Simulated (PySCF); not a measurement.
# Radial density of N²⁺ (nitrogen, charge +2)

MN15, [He] 2s1 2p2, high-spin 4P determinant (an excited configuration). Computed with PySCF 2.14 in def2-QZVPPD, with no relativity, point nucleus.

```csv
r (bohr),4πr²ρ (e/bohr),4πr²(ρα − ρβ)
0.00425,0.04556,0.0014
0.00716,0.1236,0.0038
0.0120,0.3251,0.0100
0.0202,0.8153,0.0248
0.0341,1.883,0.0562
0.0573,3.802,0.1104
0.0963,6.173,0.1737
0.162,7.113,0.2167
0.273,4.951,0.3638
0.458,2.375,1.1654
0.771,2.551,2.4858
1.30,1.876,1.8756
2.18,0.3242,0.3242
3.67,0.006161,0.0062
```
